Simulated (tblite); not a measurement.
C4H8NPSi.
Structure used (GFN2-xTB), in Å, numbered top down from 1:
```xyz
15
C4H8NPSi angstrom
C     -3.2440    0.3669   -0.4327
C     -2.0081   -0.3124   -0.1370
C     -0.9832   -0.8966    0.1135
C      0.2392   -1.5407    0.3958
N      1.3942   -1.1414    0.0733
Si     2.0347    0.2480   -0.6872
P      3.0023    1.5071    0.9108
H     -3.5951    0.8932    0.4550
H     -3.0924    1.0888   -1.2345
H     -4.0031   -0.3541   -0.7358
H      0.1563   -2.4806    0.9470
H      3.0790   -0.3048   -1.5456
H      1.1480    1.1637   -1.4177
H      3.8192    0.5036    1.3902
H      2.0487    1.2671    1.8829
```

Level: GFN2-xTB in tblite, geometry and Hessian alike; calculated harmonic values, unscaled, isolated species. This tight-binding method is rough: wavenumbers can miss measured ones by several per cent, in bad cases by 10 to 20. Modes of hydrogen on phosphorus and silicon can be 10 to 20 % off. One conformer, not necessarily the lowest. The optimisation stopped once no atom felt more than 0.01 eV/Å.

Lowest wavenumbers of the output (negative numbers stand for imaginary wavenumbers):
```
mode    cm-1
  1     -22.8
  2      25.6
  3      41.3
  4      68.8
  5      96.8
  6     188.6
  7     196.6
  8     283.0
  9     309.1
 10     387.9
```

Task: Is this structure a minimum?

Result: Not by this Hessian. 1 mode is imaginary beyond 20i (23i cm⁻¹), so at this level the point lies at or near a first-order saddle. The curvature is small, so loose convergence or finite differences may be the whole cause.

Task: Which atoms move in the imaginary mode?

Result: 23i: H10 (methyl hydrogen) 33 %, H8 (methyl hydrogen) 33 %, H9 (methyl hydrogen) 32 %. These are shares of the mass-weighted motion.

Task: What is the remedy?

Result: Step along that mode in both directions, optimise again with tighter thresholds and repeat the frequencies. The zero-point energy of this point (62.9 kcal/mol) counts the 38 real modes alone, and thermal corrections from it aren't those of a minimum.
